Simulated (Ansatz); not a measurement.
Compare A (`[SiH3]C[SiH2]C=S`) with its isomer B (`C=C(S)[SiH2][SiH3]`).

Computed with Ansatz on PBE0-D4/def2-TZVP structures; ΔE is electronic, products minus reactants. CCSD(T)/CBS adds triple-zeta CCSD(T) − MP2 to the extrapolated MP2 energy (def2 sets, frozen cores). Functionals use def2-TZVPP. B3LYP here is the variant with VWN-RPA as its local correlation; programs differ in this. Each species was taken in one conformer, which may not be the lowest.

Task: Which isomer does CCSD(T)/CBS put lower? Give the gap. (Best estimate.)

Result: Ansatz gave: A, by 30.5 kJ/mol.

Task: Give E(B) − E(A) in kJ/mol with B3LYP-D4, PBE0-D4, B3LYP, CCSD/def2-TZVPP, ωB97M-V, r2SCAN-D4, CCSD(T)/def2-TZVPP. (An estimate is asked.)

Result: Ansatz gave: B3LYP-D4 21.6, PBE0-D4 15.5, B3LYP 21.2, CCSD/def2-TZVPP 30.3, ωB97M-V 33.0, r2SCAN-D4 19.4, CCSD(T)/def2-TZVPP 31.0. None reverses the order clearly.

Largest T1 diagnostic: 0.014.

From PBE to PBE0 (25 % exact exchange), in def2-TZVPP and without D4, E(B) − E(A) moves by +3.8 kJ/mol. In def2-TZVPP, CCSD(T) changes the Hartree–Fock value by +4.1 kJ/mol (the triples alone add +0.7 kJ/mol) and MP2 by +9.4 kJ/mol.
